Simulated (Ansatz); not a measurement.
System: H₄GeNO, charge 0, doublet. H4GeNO (SMILES [O][GeH2][NH2], doublet).
B3LYP-D3(BJ)/def2-TZVP minimum from Ansatz (a quantum-chemistry and plane-wave program):
```
Ge
O 1 1.8020
N 1 1.8279 2 110.00
H 3 1.0088 1 118.26 2 78.85
H 3 1.0089 4 110.96 1 -139.04
H 1 1.5357 2 110.32 3 -118.11
H 1 1.5455 6 114.19 3 -129.62
```
Charge 0, spin multiplicity 2.

Wanted: atomisation energy (electronic, to ground-state atoms), in kJ/mol. Radicals and triplets start from unrestricted determinants; spin-orbit coupling is neglected. Correlated methods leave the cores frozen (noble-gas shells, and filled d and f shells in the p block). No relativity. CBS(X,Y): correlation extrapolated as X^-3, Hartree-Fock from the larger set. A bracket is a step between two methods taken in the basis named. For partners of very few electrons the exact lower level stands in for a higher one.

CCSD(T)/CBS(cc-pVTZ,cc-pVQZ) + [CCSDT(Q) - CCSD(T)]/cc-pVDZ (Ansatz) gives 2025.7 kJ/mol.

**Question.** How far off this value is PBE/def2-TZVPD (Ansatz), in which direction, and how far these levels: B3LYP/def2-TZVPD, PBE0/def2-TZVPD, wB97M-V/def2-TZVPD, CCSD(T)/CBS(cc-pVTZ,cc-pVQZ)?

**Answer.** PBE gives 2044.9 kJ/mol, 19.2 kJ/mol above it. Differences of the others: B3LYP/def2-TZVPD (Ansatz) -18.0; PBE0/def2-TZVPD (Ansatz) -35.0; wB97M-V/def2-TZVPD (Ansatz) -8.5; CCSD(T)/CBS(cc-pVTZ,cc-pVQZ) (Ansatz) -3.8 kJ/mol.
